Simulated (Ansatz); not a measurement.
[closo-2-(I)B7H6]2- (B7H6I²⁻). Total charge -2; singlet. Geometry r2SCAN-D4/def2-SVPD, basis def2-TZVPD, Ansatz.

```
run  HOMO (eV)  LUMO (eV)
  A       2.58       4.80
  B       1.70       4.72
  C      -0.61       5.35
  D       2.72       4.42
  E       2.08       4.53
  F       2.41       4.36
```

In the def2 sets I takes a core potential; there is no spin–orbit coupling. HSE06 is defined as in plane-wave codes, on full-range PBE exchange. A multiply charged anion in the gas phase is held together partly by the finite basis.

The runs used B97M-V, HF, HSE06, PBE, PBE0, r2SCAN. Estimate which is which.

A r2SCAN (0 % exact exchange); B PBE0 (25 % exact exchange); C HF (100 % exact exchange); D PBE (0 % exact exchange); E HSE06 (range-separated); F B97M-V (0 % exact exchange). Exact exchange lowers occupied and raises empty levels; among semilocal functionals meta-GGAs tend to open the gap a little, and such runs are hard to tell apart. The gap grows from 1.71 eV (PBE) to 5.96 eV (HF). At r2SCAN-D4/def2-TZVPD, PBE0-D4/def2-TZVPD, PBE-D4/def2-TZVPD, HSE06-D4/def2-TZVPD and others the highest occupied level of the charge -2 singlet lies above zero (up to 2.72 eV). The electron is either unbound and held by the finite basis, or the level is raised by self-interaction error.
